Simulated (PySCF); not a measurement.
ClCrO$_{2}$, charge +1, singlet, at a GFN2-xTB geometry (such geometries of metal compounds can be far from the true shape) (the multiplicity is a formal guess); DF-HF/def2-TZVPD run with PySCF.

Input for PySCF:
```python
from pyscf import gto, scf
import numpy

mol = gto.Mole()
mol.atom = '''
    Cr    0.30551309   -0.01734383    0.39439997
    O     1.49897309   -0.68849015   -0.32476441
    O    -0.54284806   -0.99267836    1.24350979
    Cl   -0.88125379    0.81562353   -0.98915073
'''
mol.basis = 'def2-tzvpd'
mol.charge = 1
mol.verbose = 4
mol.build()
print('smallest overlap eigenvalue', numpy.linalg.eigvalsh(mol.intor('int1e_ovlp'))[0])

mf = scf.RHF(mol)
mf = mf.density_fit(auxbasis='def2-universal-jkfit')
mf = scf.addons.remove_linear_dep_(mf, threshold=1e-6, lindep=1e-6)
mf.kernel()
mf.analyze()
```

It wrote (shortened):

```
PySCF version 2.14.0

[INPUT] verbose = 4
[INPUT] num. atoms = 4
[INPUT] num. electrons = 56
[INPUT] charge = 1
[INPUT] spin (= nelec alpha-beta = 2S) = 0
[INPUT] symmetry False subgroup None
[INPUT] Mole.unit = angstrom
[INPUT] Symbol           X                Y                Z      unit          X                Y                Z       unit  Magmom
[...]
nuclear repulsion = 301.935460796035
number of shells = 60
number of NR pGTOs = 277
number of NR cGTOs = 174
basis = def2-tzvpd
ecp = {}
input.py:19: DeprecationWarning: remove_linear_dep_ is deprecated and will be removed in a future release. Linear dependency handling is now built into the SCF procedure by default. Linear dependency removal can be controlled using the following settings:
  pyscf.scf.hf.remove_overlap_zero_eigenvalue = True
  pyscf.scf.hf.overlap_zero_eigenvalue_threshold = 1e-6

  mf = scf.addons.remove_linear_dep_(mf, threshold=1e-6, lindep=1e-6)
smallest overlap eigenvalue 0.0005256777504057863

******** <class 'pyscf.df.df_jk.DFRHF'> ********
method = DFRHF
initial guess = minao
damping factor = 0
level_shift factor = 0
DIIS = <class 'pyscf.scf.diis.CDIIS'>
diis_start_cycle = 1
diis_space = 8
diis_damp = 0
SCF conv_tol = 1e-09
SCF conv_tol_grad = None
SCF max_cycles = 50
direct_scf = False
Set gradient conv threshold to 3.16228e-05
Initial guess from minao.
******** <class 'pyscf.df.df.DF'> ********
auxbasis = def2-universal-jkfit
init E= -1652.17788793587
[...]
cycle= 1 E= -1651.05482984065  delta_E= 1.12  |g|= 2.22  |ddm|= 2.65
[...]
cycle= 2 E= -1638.64140052485  delta_E= 12.4  |g|= 9.79  |ddm|= 3.67
[...]
cycle= 3 E= -1651.74702536839  delta_E= -13.1  |g|=  1.3  |ddm|= 2.91
[...]
cycle= 4 E= -1651.93885089668  delta_E= -0.192  |g|= 0.473  |ddm|= 0.322
[...]
cycle= 5 E= -1651.96661761655  delta_E= -0.0278  |g|= 0.182  |ddm|= 0.174
[...]
cycle= 6 E= -1651.97327262795  delta_E= -0.00666  |g|= 0.0363  |ddm|= 0.0917
[...]
cycle= 7 E= -1651.97479500918  delta_E= -0.00152  |g|= 0.0265  |ddm|= 0.0512
[...]
cycle= 8 E= -1651.97662950827  delta_E= -0.00183  |g|= 0.0224  |ddm|= 0.084
[...]
cycle= 9 E= -1651.97769650451  delta_E= -0.00107  |g|= 0.0186  |ddm|= 0.0663
[...]
cycle= 10 E= -1651.97853522443  delta_E= -0.000839  |g|= 0.0127  |ddm|= 0.0611
[...]
cycle= 11 E= -1651.97954951506  delta_E= -0.00101  |g|= 0.0136  |ddm|= 0.107
[...]
cycle= 12 E= -1651.97993724937  delta_E= -0.000388  |g|= 0.0064  |ddm|= 0.0734
[...]
cycle= 13 E= -1651.98000599848  delta_E= -6.87e-05  |g|= 0.00272  |ddm|= 0.0293
[...]
cycle= 14 E= -1651.98001916921  delta_E= -1.32e-05  |g|= 0.00146  |ddm|= 0.0104
[...]
cycle= 15 E= -1651.98002283198  delta_E= -3.66e-06  |g|= 0.00106  |ddm|= 0.00553
[...]
cycle= 16 E= -1651.98002538503  delta_E= -2.55e-06  |g|= 0.000768  |ddm|= 0.00366
[...]
cycle= 17 E= -1651.98002711789  delta_E= -1.73e-06  |g|= 0.00065  |ddm|= 0.00317
[...]
cycle= 18 E= -1651.98002813045  delta_E= -1.01e-06  |g|= 0.000555  |ddm|= 0.00239
[...]
cycle= 19 E= -1651.98002916375  delta_E= -1.03e-06  |g|= 0.000336  |ddm|= 0.00289
[...]
cycle= 20 E= -1651.98002982281  delta_E= -6.59e-07  |g|= 0.000212  |ddm|= 0.00292
[...]
cycle= 21 E= -1651.98002999968  delta_E= -1.77e-07  |g|= 0.000169  |ddm|= 0.0013
[...]
cycle= 22 E= -1651.98003006956  delta_E= -6.99e-08  |g|= 0.000142  |ddm|= 0.000663
[...]
cycle= 23 E= -1651.9800301283  delta_E= -5.87e-08  |g|= 0.000121  |ddm|= 0.000575
[...]
cycle= 24 E= -1651.98003018816  delta_E= -5.99e-08  |g|= 0.000108  |ddm|= 0.000649
[...]
cycle= 25 E= -1651.98003023948  delta_E= -5.13e-08  |g|= 8.06e-05  |ddm|= 0.000682
[...]
cycle= 26 E= -1651.98003027386  delta_E= -3.44e-08  |g|= 6.65e-05  |ddm|= 0.00062
[...]
cycle= 27 E= -1651.98003028703  delta_E= -1.32e-08  |g|= 5.82e-05  |ddm|= 0.000374
[...]
cycle= 28 E= -1651.98003029571  delta_E= -8.68e-09  |g|= 3.06e-05  |ddm|= 0.000454
[...]
cycle= 29 E= -1651.98003029733  delta_E= -1.62e-09  |g|= 1.97e-05  |ddm|= 0.000174
[...]
cycle= 30 E= -1651.98003029782  delta_E= -4.92e-10  |g|= 1.5e-05  |ddm|= 4.34e-05
[...]
Extra cycle  E= -1651.98003029811  delta_E= -2.88e-10  |g|= 1.36e-05  |ddm|= 2.06e-05
converged SCF energy = -1651.98003029811
**** SCF Summaries ****
Total Energy =                       -1651.980030298110705
Nuclear Repulsion Energy =             301.935460796035272
One-electron Energy =                -2859.595669871276641
Two-electron Energy =                  905.680178777130777
Two-electron Coulomb Energy =          996.327418858367537
DFT Exchange-Correlation Energy =      -90.647240081236760
HOMO-LUMO gap [eV] =                    11.081108837247168
**** MO energy ****
[...]
 ** Mulliken pop on meta-lowdin orthogonal AOs  **
 ** Mulliken pop  **
 ** Mulliken atomic charges  **
charge of    0Cr =      1.64908
charge of    1O =     -0.25777
charge of    2O =     -0.25777
charge of    3Cl =     -0.13354

WARN: System has nonzero charge 1; the dipole moment is origin-dependent.
Location of origin: [0. 0. 0.]

Dipole moment(X, Y, Z, Debye):  1.20066,  2.26904,  2.00331
```
